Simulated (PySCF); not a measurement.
Isomers C₆H₇F₃Si:

A. `CC1=C(C(F)(F)F)C=C[SiH2]1`
B. `[SiH2]1[C@H](/C=C\C(=C(F)F)F)C1`
C. SMILES FC(F)(F)C#CC1C[SiH2]C1
D. SMILES FC(F)(F)CC1=CC=C[SiH2]1

Spectrum 1. 13C{1H} NMR (computed): δ 156.9 (CH), 154.6 (CH), 141.3 (C), 136.1 (CH), 131.5 (C), 41.8 (CH2).

Spectrum 2. 13C{1H} NMR (computed): δ 158.2 (CH), 152.6 (C), 148.6 (C), 129.3 (CH), 128.5 (C), 15.8 (CH3).

Spectrum 3. 13C{1H} NMR (computed): δ 161.7 (C), 143.1 (CH), 137.4 (C), 112.9 (CH), 13.1 (CH), 2.6 (CH2).

Spectrum 4. 13C{1H} NMR (computed): δ 119.9 (C), 98.3 (C), 75.1 (C), 25.9 (CH), 19.4 (CH2).

Level of theory: geometry from PBE0-D3(BJ)/def2-SVP, σ from GIAO-PBE0/pcSseg-1, in PySCF 2.14 (non-relativistic Hamiltonian, gas phase, a single conformation, rapidly exchanging positions averaged).

Scale: 13C (σ = 184.41 ppm) against TMS (reference shieldings calculated alike). Splittings of carbon signals by F and P are missing where no couplings were computed. Shifts are as computed. Against solution values, carbons near 30 ppm lie about +2 ppm off and those near 130 ppm about +5 ppm. Of 1211 compounds with measured shifts, 218 miss one by over three times the rms of a fit or turn the order of signals round; such compounds aren't used in these exercises.

Which spectrum belongs to which compound?

Answers

1–D, 2–A, 3–B, 4–C.

- Spectrum 1 (D): 6 13C signals; δC 156.9 is an alkene CH; δC 154.6 is an alkene CH.
- Spectrum 2 (A): 6 13C signals; δC 158.2 is an alkene CH; δC 152.6 is a fully substituted alkene carbon.
- Spectrum 3 (B): 6 13C signals; δC 161.7 is a fully substituted alkene carbon; δC 143.1 is an alkene CH.
- Spectrum 4 (C): 5 13C signals; δC 119.9 is a CF3 carbon; δC 98.3 is an alkyne carbon.
